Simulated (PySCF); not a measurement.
Isomers of C7H9NS, one GFN2-xTB conformer each. Single-point energies are computed at PBE0/pcSseg-1 (PySCF, gas phase, no added dispersion term), electronic only.

| SMILES | GFN2-xTB relative energy (kJ/mol) |
| --- | --- |
| C[C@]1(CC#N)CCC1=S | 131.0 |
| C=C(C#N)[C@@H](C)C(C)=S | 180.6 |
| SCCc1ccncc1 | 0.0 |
| SC1(n2cccc2)CC1 | 32.3 |
| C#C[C@H](CC=C)C(N)=S | 251.4 |

Conformers: `[CH3:1][C@:2]1([CH2:3][C:4]#[N:5])[CH2:6][CH2:7][C:8]1=[S:9]` with C1–C2–C3–C4 -63°; `[CH2:1]=[C:2]([C:3]#[N:4])[C@@H:5]([CH3:6])[C:7]([CH3:8])=[S:9]` with C1–C2–C5–C6 140°, C2–C5–C7–C8 -82°; `[SH:1][CH2:2][CH2:3][c:4]1[cH:5][cH:6][n:7][cH:8][cH:9]1` with H–S1–C2–C3 -63°, S1–C2–C3–C4 68°, C2–C3–C4–C5 72°; `[SH:1][C:2]1([n:3]2[cH:4][cH:5][cH:6][cH:7]2)[CH2:8][CH2:9]1` with H–S1–C2–N3 63°, S1–C2–N3–C4 87°; `[CH:1]#[C:2][C@H:3]([CH2:4][CH:5]=[CH2:6])[C:7]([NH2:8])=[S:9]` with C2–C3–C4–C5 63°, C3–C4–C5–C6 122°, C2–C3–C7–N8 32°, C3–C7–N8–H 180° and -10°.

Problem. What does PBE0/pcSseg-1 give for the same structures?

Solution. 
```csv
SMILES,PBE0/pcSseg-1 E (Eh),PBE0/pcSseg-1 (kJ/mol),GFN2-xTB (kJ/mol),point group
SCCc1ccncc1,-724.51459,0.0,0.0,C1
SC1(n2cccc2)CC1,-724.47456,105.1,32.3,–
C[C@]1(CC#N)CCC1=S,-724.46628,126.8,131.0,C1
C=C(C#N)[C@@H](C)C(C)=S,-724.45933,145.1,180.6,C1
C#C[C@H](CC=C)C(N)=S,-724.42384,238.3,251.4,C1
```

Both levels put the same isomer lowest; measured from each level's own lowest isomer, the values differ by up to 72.8 kJ/mol (SC1(n2cccc2)CC1: 32.3 against 105.1). As drawn, the lowest has an aromatic ring and an S–H bond, which the highest lacks; the highest has a C≡C bond, an N–H bond and a C=S bond, which the lowest lacks.

Problem. Which frontier levels, dipoles and rotational constants go with these structures?

Solution. 
| SMILES | HOMO (eV, PBE0/pcSseg-1) | LUMO (eV) | dipole (D) | A, B, C (MHz) |
| --- | --- | --- | --- | --- |
| SCCc1ccncc1 | -6.95 | -0.89 | 2.36 | 2787, 846.2, 773.3 |
| SC1(n2cccc2)CC1 | -6.23 | 0.06 | 1.79 | 2599, 1031, 946.5 |
| C[C@]1(CC#N)CCC1=S | -6.76 | -2.45 | 2.58 | 2508, 899.9, 805.8 |
| C=C(C#N)[C@@H](C)C(C)=S | -6.57 | -2.44 | 2.17 | 1989, 1011, 901.9 |
| C#C[C@H](CC=C)C(N)=S | -6.20 | -0.98 | 4.07 | 1721, 976.5, 684.0 |
